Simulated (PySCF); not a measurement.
Job file and geometry (Å, from GFN2-xTB) of an NMR shielding run on SMILES B(C)c1sccc1Cl, C5H6BClS, GIAO PBE0/pcSseg-1 NMR shielding, non-relativistic, gas phase in PySCF 2.14.0, density-fitted response routines; density fitting, a coarse starting grid and PySCF grid level 2 are the driver's defaults:

```
$ OMP_NUM_THREADS=1 python probes_run.py task.json out

{"job": {"kind": "nmr", "xc": "PBE0", "basis": "pcSseg-1"}, "charge": 0, "multiplicity": 1}
C     -2.515222    -0.170635    -0.546433
B     -1.406256    -0.035726     0.557150
C      0.076579     0.018002     0.183610
S      0.618656    -0.057578    -1.477361
C      2.263418     0.056422    -1.031125
C      2.428161     0.149443     0.316074
C      1.192051     0.127119     0.992101
Cl     1.109529     0.228765     2.700280
H     -3.219379     0.658478    -0.486001
H     -2.132328    -0.209800    -1.563691
H     -3.109846    -1.068352    -0.379725
H     -1.705681     0.024340     1.687930
H      3.022499     0.048723    -1.788253
H      3.377143     0.230328     0.813277
```

Problem. What does the program print?

Solution. 
```
coarse grid: 13488 points
cycle   1  E = -1076.6596948261  dE =  1.286e+00  |g| = 4.242e-01  |ddm| = 3.766e+00
cycle   2  E = -1076.6380481662  dE =  2.165e-02  |g| = 5.192e-01  |ddm| = 8.726e-01
cycle   3  E = -1076.7064786388  dE = -6.843e-02  |g| = 1.064e-01  |ddm| = 5.344e-01
cycle   4  E = -1076.7088867280  dE = -2.408e-03  |g| = 4.640e-02  |ddm| = 1.363e-01
cycle   5  E = -1076.7094561683  dE = -5.694e-04  |g| = 1.144e-02  |ddm| = 6.266e-02
cycle   6  E = -1076.7094913259  dE = -3.516e-05  |g| = 2.800e-03  |ddm| = 1.618e-02
cycle   7  E = -1076.7094931767  dE = -1.851e-06  |g| = 7.206e-04  |ddm| = 3.036e-03
final grid: 122976 points
cycle   8  E = -1076.7564388533  dE = -2.904e-05  |g| = 9.533e-03  |ddm| = 3.657e-02
cycle   9  E = -1076.7564099799  dE =  2.887e-05  |g| = 1.383e-02  |ddm| = 2.410e-02
cycle  10  E = -1076.7564603230  dE = -5.034e-05  |g| = 2.326e-03  |ddm| = 1.724e-02
cycle  11  E = -1076.7564617488  dE = -1.426e-06  |g| = 4.405e-04  |ddm| = 2.891e-03
cycle  12  E = -1076.7564617922  dE = -4.349e-08  |g| = 1.208e-04  |ddm| = 4.640e-04
cycle  13  E = -1076.7564617954  dE = -3.166e-09  |g| = 3.908e-05  |ddm| = 1.325e-04
cycle  14  E = -1076.7564617957  dE = -3.074e-10  |g| = 1.974e-05  |ddm| = 6.078e-05
converged SCF energy = -1076.7564617957

GIAO shielding tensors (ppm)
atom      isotropic    diamagn.    paramagn.     s11        s22        s33       span
  0 C      174.164     252.819     -78.655    152.530    184.608    185.354     32.824
  1 B       36.705     189.422    -152.717    -31.041     14.849    126.306    157.347
  2 C       34.545     257.132    -222.586    -41.800     16.576    128.860    170.660
  3 S      241.961    1057.773    -815.811    101.999    228.626    395.260    293.261
  4 C       40.121     263.148    -223.027    -60.507     27.346    153.525    214.032
  5 C       51.225     250.435    -199.210    -24.098     44.408    133.365    157.462
  6 C       33.637     252.123    -218.486    -42.531     41.888    101.555    144.086
  7 Cl     733.033    1146.545    -413.512    457.577    772.807    968.716    511.139
  8 H       30.593      28.428       2.165     26.711     28.192     36.878     10.167
  9 H       30.385      32.096      -1.711     24.829     31.682     34.644      9.815
 10 H       30.616      28.450       2.166     26.750     28.197     36.901     10.151
 11 H       24.273      29.935      -5.662     19.604     23.745     29.469      9.865
 12 H       23.883      30.607      -6.725     21.430     23.544     26.674      5.245
 13 H       24.431      30.499      -6.068     20.584     25.554     27.156      6.572
```

Size and cost of the density-fitted run: 180 basis functions, 96 s wall time on 1 thread of an Intel Xeon, shared host; peak memory 0.88 GiB.
